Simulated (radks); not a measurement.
Question: Charge is removed step by step from the 2p1/2 level of N2+, starting from [He] 2s2 2p(1/2: 1, 3/2: 0). Code: a radial shooting solver on a logarithmic mesh with Libxc functionals. Model: Dirac Kohn-Sham, BLYP, spin-unpolarised, spherical densities, finite nucleus; Fermi nuclear charge, rms radius 2.5582 fm. At the starting occupation the eigenvalue is -37.573 eV. Estimate the energy to remove one whole electron from this level, the eigenvalue at the end, and how far E(n) bends from a straight line.

Answer: Delta-SCF 47.179 eV; final eigenvalue -57.209 eV; the deviation from the straight line is -2.456 eV at 0.5 electron removed, the largest on the grid computed. Slater's transition state (half an electron removed) gives 47.073 eV. Integrating minus the eigenvalue over the occupation (Janak's theorem) gives 47.179 eV. The mean slope of the eigenvalue, de/dn, is 19.6 eV per electron. Ionisation energy of N2+ in the NIST Atomic Spectra Database: 47.445 eV (semi-empirical).

Beside tabulated values, note that spin-unpolarised runs miss the spin-polarisation part of the exchange energy of open shells.
